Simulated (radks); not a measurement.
Q: Valence configurations of the gallium ion Ga3+ (all share [Ar]). Method: scalar-relativistic Kohn-Sham, PBE, spin-polarised, spherical densities, point nucleus; open shells are filled with parallel spins first; computed with a radial shooting solver on a logarithmic mesh with Libxc functionals. Order these by energy: 3d7.5 4s0.5 4p2; 3d7 4s2 4p1; 3d8 4s0.5 4p1.5; 3d8.5 4s0.5 4p1; 3d9.5 4s0.5; 3d9.5 4p0.5; 3d9 4s1; 3d9 4p1; 3d10; 3d7.5 4s1.5 4p1.

A: From the lowest, in eV above it: 3d10 0.000; 3d9.5 4s0.5 8.427; 3d9.5 4p0.5 13.249; 3d9 4s1 17.901; 3d9 4p1 27.908; 3d8.5 4s0.5 4p1 38.863; 3d8 4s0.5 4p1.5 56.408; 3d7.5 4s1.5 4p1 66.188; 3d7.5 4s0.5 4p2 75.614; 3d7 4s2 4p1 82.796. NIST lists [Ar] 3d10 as the ground configuration; this level of theory agrees among the configurations tried. The energies are those of spherical high-spin densities, not of single terms.
